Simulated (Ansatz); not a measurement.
Consider the redistribution: `OC[SiH2][SbH2]` + `C[SiH](N)Cl` → `N[SiH2]CO` + `C[SiH](Cl)[SbH2]`.

Program: Ansatz. Geometries: PBE0-D4/def2-TZVP. ΔE: electronic, gas phase. CCSD(T)/CBS is the MP2 limit (def2-TZVPP, def2-QZVPP) plus CCSD(T) − MP2 in def2-TZVPP, frozen cores. DFT in def2-TZVPP. Elements past krypton have def2 core potentials. For Sb outer-core shells are correlated without core-valence functions, which leaves a few kJ/mol of doubt a bond. Each species was taken in one conformer, which may not be the lowest.

`OC[SiH2][SbH2]`:

```xyz
11

O    -1.339   -1.304    0.116
C    -0.518   -0.603    1.031
Si    1.117   -0.016    0.267
Sb    0.692    1.407   -1.840
H    -1.467   -0.749   -0.660
H    -1.042    0.252    1.481
H    -0.295   -1.299    1.846
H     1.962   -1.175   -0.130
H     1.875    0.819    1.241
H    -0.459    2.345   -0.990
H    -0.527    0.321   -2.361
```

`C[SiH](N)Cl`:

Cartesian coordinates in Å:
```
C -1.185 -0.131 0.752
Si 0.385 -0.483 -0.168
N 1.239 0.969 -0.440
Cl -0.150 -1.481 -1.915
H -1.748 -1.052 0.916
H -0.965 0.325 1.720
H -1.820 0.552 0.183
H 1.300 -1.409 0.536
H 0.758 1.776 -0.805
H 2.186 0.934 -0.781
```

`N[SiH2]CO`:

Z-matrix (Å, degrees):
```
Si
C 1 1.884
N 1 1.733 2 104.8
H 1 1.493 2 110.3 3 -124.0
H 1 1.486 2 111.8 3 114.1
O 2 1.419 1 109.8 3 -43.6
H 2 1.094 1 111.0 3 -162.9
H 2 1.102 1 110.5 3 79.5
H 3 1.007 1 118.8 2 141.9
H 3 1.009 1 119.8 2 -78.1
H 6 0.966 2 106.9 1 34.1
```

`C[SiH](Cl)[SbH2]`:

Z-matrix (Å, degrees):
```
C
Si 1 1.861
H 1 1.093 2 110.4
H 1 1.093 2 109.8 3 119.9
H 1 1.091 2 110.6 3 -120.4
Cl 2 2.071 1 108.6 3 58.5
Sb 2 2.573 1 114.7 3 178.2
H 2 1.487 1 110.6 3 -58.0
H 7 1.710 2 89.9 1 -41.2
H 7 1.712 2 89.8 1 50.0
```

| level | ΔE (kcal/mol) |
| --- | --- |
| ωB97M-V | 4.3 |
| HF/def2-TZVPP | 4.5 |

Problem. What does CCSD(T)/CBS give? (Estimate.)

Solution. Ansatz gave: +4.3 kcal/mol. The listed levels differ from it by 0.0, 0.2 kcal/mol.

Largest T1 diagnostic among the species: 0.013.
